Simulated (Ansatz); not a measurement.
Basis-set extrapolation for `F/C=[C](\F)[AlH2]` (PBE0-D4/def2-TZVP geometry, frozen core, the Gaussian-basis code of Ansatz). Multiplicity 1, RHF reference.

```
                      def2-TZVPP   def2-QZVPP
                 HF  -518.348781  -518.368339
    MP2 correlation    -0.882827    -0.957610
CCSD(T) correlation    -0.943314    -1.013614
```

Energies in hartree. Use E(X) = E(∞) + A·exp(−7.88·√X) for Hartree–Fock and E(X) = E(∞) + B·X^(−2.97) for correlation, with X = 3 and 4.

Question: What is the CCSD(T) energy at the basis-set limit?

Answer: HF limit: -518.368339 + (-0.019558) × 0.13774 = -518.37103. Correlation limit: -1.013614 + (-0.070300) × 0.74074 = -1.06569. Total: -519.43672 hartree, 379.7 kJ/mol below CCSD(T)/def2-TZVPP.
